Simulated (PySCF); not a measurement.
PySCF input:

```python
from pyscf import gto, scf, dft

mol = gto.M(
    atom='''
    Ga   -0.00000000   -0.00000000   -0.00000000
    H     0.66578603   -0.43144687    1.35463327
    H    -0.30428838    1.51485735   -0.27760499
    H    -0.36149765   -1.08341048   -1.07702828
    ''',
    basis='def2-tzvpd',
    charge=0,
    spin=0,
    verbose=4,
)

mf = dft.RKS(mol, xc='m062x').density_fit(auxbasis='def2-universal-jkfit')
mf.grids.level = 4
mf.conv_tol = 1e-9
mf.max_cycle = 100
mf.max_memory = 1500
mf.kernel()
if not mf.converged:
    mf = mf.newton()
    mf.kernel(mf.make_rdm1())
mf.analyze()
```

Question: Which total energy does the run end on?

Answer: -1926.60237 Eh (M06-2X/def2-TZVPD).
